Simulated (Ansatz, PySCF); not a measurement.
This singlet lies 3.00 eV below the relaxed triplet at the level composite: frozen-core CCSD(T) with HF/cc-pVQZ and the correlation energy extrapolated as X^-3 from cc-pVTZ and cc-pVQZ, plus CCSDT(Q) minus CCSD(T) in cc-pVDZ // B3LYP-D3(BJ)/def2-TZVP (Ansatz, a program for electronic structure).

B3LYP has the VWN-RPA correlation part, as in Gaussian. 

CH3N, SMILES `C=N` (lower singlet) (charge 0, multiplicity 1)

Computed with PySCF with B3LYP-D3(BJ)/def2-TZVP.

```yaml
HOMO: -7.55 eV
dipole_moment: 2.01 D
HOMO–LUMO gap: 6.80 eV
LUMO: -0.76 eV
total_energy: -94.6747 Ha
cost: roughly 7 core-seconds
```

Bonds (Å): C1–N2 1.263, C1–H3 1.095, C1–H4 1.090, N2–H5 1.022. Bond angles (°): N2–C1–H3 124.9, N2–C1–H4 118.9, H3–C1–H4 116.2, C1–N2–H5 111.3.
